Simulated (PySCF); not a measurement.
C₄H₅, SMILES [C](=C)C=C (connectivity only; charge and spin as stated), charge +1, multiplicity 1.

Coordinates come from a B3LYP-D3(BJ)/def2-SVP optimisation. The spin state was assumed, not searched. The isomer is the one that the SMILES or the coordinates give; other isomers of the formula were not compared. The values are those of a single conformer.

Calculation: PBE/def2-TZVPD run with PySCF.

Computed frontier levels, gap, dipole moment and polarisability:
```
Quantity                                                           Value
------------------------------------------------  ----------------------
highest occupied level                                         -13.24 eV
lowest empty level                                             -10.49 eV
orbital gap                                                      2.76 eV
dipole moment about the centre of nuclear charge                  0.52 D
mean static polarisability                          47.5 bohr³ (7.04 Å³)
polarisability, principal values                  28.9, 35.9, 77.7 bohr³
```
